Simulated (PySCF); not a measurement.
Tm2H6 at several levels of theory

Computed with PySCF 2.14.0 (density fitting, no spin-orbit coupling) at the geometry relaxed with BP86:

```xyz
8
Tm2H6 (singlet in the valence; each metal's 4f electrons, 12 of them, lie in its core potential, out of spins and levels)
Tm    0.0000    0.0000    1.7392
Tm    0.0000    0.0000   -1.7392
H     1.2513    0.0000    0.0000
H    -1.2513    0.0000    0.0000
H     0.0000    1.6511    2.8195
H     0.0000   -1.6511    2.8195
H     0.0000    1.6511   -2.8195
H     0.0000   -1.6511   -2.8195
```

```tsv
level	basis	state	HOMO (eV)	gap (eV)	charge on Tm1 (e)	population of f-type functions on Tm1 (polarisation alone where 4f lies in the core)	dipole about the centre of mass (D)	largest force component (eV/Å)
BP86	Tm lcecp-1-SVP with ECP58, H def2-SVP	singlet	-5.99	3.07	0.65	0.01	0.00	0.01
PBE	the same	singlet	-5.87	3.02	0.61	0.01	0.00	0.01
M06-L	the same	singlet	-6.18	3.93	1.02	0.01	0.00	0.16
TPSSh	the same	singlet	-6.57	4.28	0.90	0.01	0.00	0.08
BP86	Tm lcecp-1-TZVP with ECP58, H def2-TZVP	singlet	-6.04	3.10	0.84	0.02	0.00	0.04
```

In the lcecp rows the 4f levels are missing from HOMO and gap, and the state counts the valence alone.

Charges are Mulliken's, which hang on the basis. The relaxation used the grid (50, 194), these runs (75, 302) or, all-electron (x2c bases, spin-free X2C Hamiltonian), (99, 590).

Task: What does r2SCAN with Tm lcecp-1-SVP with ECP58, H def2-SVP give here?

Result: state singlet, HOMO (eV) -6.17, gap (eV) 3.66, charge on Tm1 (e) 0.78, population of f-type functions on Tm1 (polarisation alone where 4f lies in the core) 0.01, dipole about the centre of mass (D) 0.00, largest force component (eV/Å) 0.06. Time: 9.4 s on 2 threads of Arm Neoverse V1, on a shared host, from an already converged density.

In the first row's basis the gap widens with exact exchange: 3.0 to 3.9 eV for PBE, BP86, r2SCAN, M06-L (none); 4.3 eV for TPSSh (a fixed share).

An lcecp potential fixes the number of 4f electrons, so in runs with it no electron can move into or out of that shell.
